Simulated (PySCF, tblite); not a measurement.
Compound: C3H4F4Si.
Z-matrix (Å and degrees, GFN2-xTB geometry), rows numbered from 1:
```
F 
C   1  1.3429
Si  2  1.9064  1  113.44
C   2  1.3280  1  119.08  3  -179.68
C   4  1.4988  2  124.03  1    -0.34
F   5  1.3449  4  112.82  2   -67.13
F   5  1.3416  4  113.30  2    53.90
F   5  1.3431  4  111.17  2   173.67
H   3  1.4596  2  106.23  1    49.78
H   3  1.4598  2  106.22  1   170.32
H   3  1.4607  2  106.39  1   -69.43
H   4  1.0754  2  120.56  1  -179.96
```

Method: CAM-B3LYP/def2-SVPD in PySCF (dipole) on a GFN2-xTB geometry, gas phase.

Take the most abundant isotopes and a rigid rotor. 

(1) What are A, B and C (GHz)?

(2) Classify the top.

(3) Is it planar, by Δ = Ic − Ia − Ib?

(4) Give the other two planar moments, Paa and Pbb, and the rms extents of the mass along the axes.

(5) List the rotational levels J(Ka,Kc) to J = 4 (MHz).

(6) Which types of transition are allowed, and where do some lines up to J = 5 fall?

Answers

(1) Ia = 143.52, Ib = 578.11, Ic = 627.80 u·Å²; 505379 MHz·u·Å²/I gives 3521, 874.2 and 805.0 MHz, that is A = 3.5212, B = 0.8742, C = 0.8050 GHz.

(2) A near-prolate asymmetric top; Ray's κ = -0.949.

(3) Not planar: Δ = Ic − Ia − Ib = -93.83 u·Å². For a rigid frame Δ = −2 Σ m c², so Σ m c² = 46.92 u·Å² lies off the ab plane: 2.94 from hydrogen and 43.97 from heavier atoms. The atom farthest from that plane is 1.31 Å away.

(4) Paa = Σ m a² = (Ib + Ic − Ia)/2 = 531.19 and Pbb = Σ m b² = (Ia + Ic − Ib)/2 = 96.61 u·Å². With the mass M = 144.00 u, the rms extents √(P/M) along a, b and c are 1.92, 0.82, 0.57 Å.

(5) Above 0(0,0):
J = 1: 1(0,1) 1679, 1(1,1) 4326, 1(1,0) 4395
J = 2: 2(0,2) 5036, 2(1,2) 7615, 2(1,1) 7823, 2(2,1) 15764, 2(2,0) 15765
J = 3: 3(0,3) 10069, 3(1,3) 12548, 3(1,2) 12964, 3(2,2) 20802, 3(2,1) 20808, 3(3,1) 34210, 3(3,0) 34210
J = 4: 4(0,4) 16772, 4(1,4) 19124, 4(1,3) 19816, 4(2,3) 27517, 4(2,2) 27537, 4(3,2) 40930, 4(3,1) 40930, 4(4,1) 59699, 4(4,0) 59699

(6) The dipole components are |μa| = 3.31 D, |μb| = 1.89 D, |μc| = 0.01 D. Intensities carry the squares of the components, which stand as 1.00 : 0.33 : 0.00 (a : b : c). Some lines, for components of 0.1 D or more:

```tsv
type	branch	J(Ka,Kc)	MHz	lower level (cm⁻¹)
a	Q	5(1,4) ← 5(1,5)	1037	0.912
b	R	2(1,2) ← 1(0,1)	5936	0.056
a	R	4(0,4) ← 3(0,3)	6703	0.336
b	R	3(1,3) ← 2(0,2)	7512	0.168
b	Q	2(2,1) ← 2(1,2)	8149	0.254
a	R	5(2,4) ← 4(2,3)	8393	0.918
b	Q	5(2,4) ← 5(1,5)	8569	0.912
b	Q	3(3,1) ← 3(2,2)	13409	0.694
b	Q	5(4,1) ← 5(3,2)	18767	1.645
b	Q	5(4,2) ← 5(3,3)	18767	1.645
b	Q	5(5,0) ← 5(4,1)	24132	2.271
b	R	5(4,2) ← 4(3,1)	27168	1.365
b	R	5(4,1) ← 4(3,2)	27168	1.365
b	R	5(5,1) ← 4(4,0)	32531	1.991
```

Its GFN2-xTB frequencies are all real (lowest 24 cm⁻¹). Constants of a rigid frame at the computed geometry: no zero-point averaging, no centrifugal distortion. A rigid rotor knows nothing of internal rotation, which can split or shift real lines.
